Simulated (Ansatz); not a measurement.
Cost and result up the ladder for Mg₂S₃ (the lowest singlet isomer of a short search) (5 atoms). Charge 0, multiplicity 1. Geometry: PBE0-D4/def2-SVP.

```xyz
5

Mg    0.274    0.784   -1.093
Mg   -0.351   -1.199    0.570
S    -0.901    1.184    1.073
S    -0.259   -1.389   -1.754
S     1.238    0.620    1.204
```

Ansatz on 4 threads of Arm Neoverse V1 on a shared host. Times are rough, and most runs start from the orbitals of an earlier one. ωB97M-V/def2-TZVP serves as the yardstick here, not as an exact answer. Differences are given only for rows in sets of like size (and for xTB, whose basis is part of the method), since another set adds its own error. Binding counts from free atoms at the same level (Mg singlet, S triplet; other spins of the atoms weren't run), without zero-point energy or a counterpoise term.

Correlated methods freeze 17 core orbitals; core or outer-core shells of Mg are correlated, in sets that lack core-valence functions. The structure comes from a short search, and lower isomers may exist.

Correlated methods converge slowly with the basis.

```
                         level  functions  wall time
               PBE-D4/def2-SVP         90      0.9 s
              PBE0-D4/def2-SVP         90      1.2 s
                 MP2/def2-TZVP        175      1.7 s
PBE-D4/def2-TZVP (with forces)        175      1.9 s
            BHLYP-D4/def2-TZVP        175      2.8 s
             PBE0-D4/def2-TZVP        175      2.8 s
           r2SCAN-D4/def2-TZVP        175        4 s
          r2SCANh-D4/def2-TZVP        175      4.9 s
             ωB97M-V/def2-TZVP        175        8 s
            CCSD(T)/def2-TZVPP        190       63 s
```

Estimate what each level gives for the binding energy per atom (eV).


| level | binding energy per atom (eV) | difference from ωB97M-V/def2-TZVP (eV) |
| --- | --- | --- |
| PBE-D4/def2-SVP | 2.58 | – |
| PBE0-D4/def2-SVP | 2.49 | – |
| MP2/def2-TZVP | 2.50 | 0.01 |
| PBE-D4/def2-TZVP (with forces) | 2.60 | 0.11 |
| BHLYP-D4/def2-TZVP | 2.30 | -0.20 |
| PBE0-D4/def2-TZVP | 2.53 | 0.04 |
| r2SCAN-D4/def2-TZVP | 2.63 | 0.14 |
| r2SCANh-D4/def2-TZVP | 2.59 | 0.10 |
| ωB97M-V/def2-TZVP | 2.49 | 0.00 |
| CCSD(T)/def2-TZVPP | 2.33 | -0.16 |
